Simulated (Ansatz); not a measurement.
Molecule: sum formula GeOCl (charge 0, doublet). It need not be the lowest isomer of its formula. SMILES: [O]=[Ge][Cl]
Structure (B3LYP-D3(BJ)/def2-TZVP (Ansatz, a first-principles code) minimum search):
```xyz
3

Ge    -0.3863     0.3169    -0.3028
O     -1.5957    -0.8436    -0.3508
Cl     1.4781    -0.1996     0.7350
```
Charge 0, spin multiplicity 2.

Wanted: atomisation energy (electronic, to ground-state atoms), in eV. Correlated levels leave the core frozen unless marked. Open shells are spin-unrestricted. No spin-orbit coupling. The frozen core is the preceding noble-gas configuration, with the filled d and f shells of earlier blocks. No relativistic terms. The coupled-cluster limit lacks core correlation, which all-electron functionals hold. CBS marks a two-point X^-3 extrapolation of the correlation energy; Hartree-Fock from the larger set. [CCSD(T)-MP2]/basis is that difference in the basis named.

The T1 diagnostic of CCSD in the largest basis is 0.092, which is high, so the coupled-cluster rows are less sure than usual.

```csv
level,program,atomisation energy (eV)
B97M-V/def2-TZVPD,Ansatz,?
PBE0-D3(BJ)/def2-TZVP,Ansatz + dftd3,8.36
wB97X-V/def2-TZVPD,Ansatz,8.42
B2PLYP-D4/def2-TZVPD,Ansatz + dftd4,?
"RI-MP2/CBS(def2-TZVPPD,def2-QZVPPD)+[CCSD(T)-MP2]/def2-TZVPPD",Ansatz,8.32
```

Q: Some entries are withheld; supply them.

A: 
- B97M-V/def2-TZVPD, atomisation energy (eV): 8.74
- B2PLYP-D4/def2-TZVPD, atomisation energy (eV): 8.31
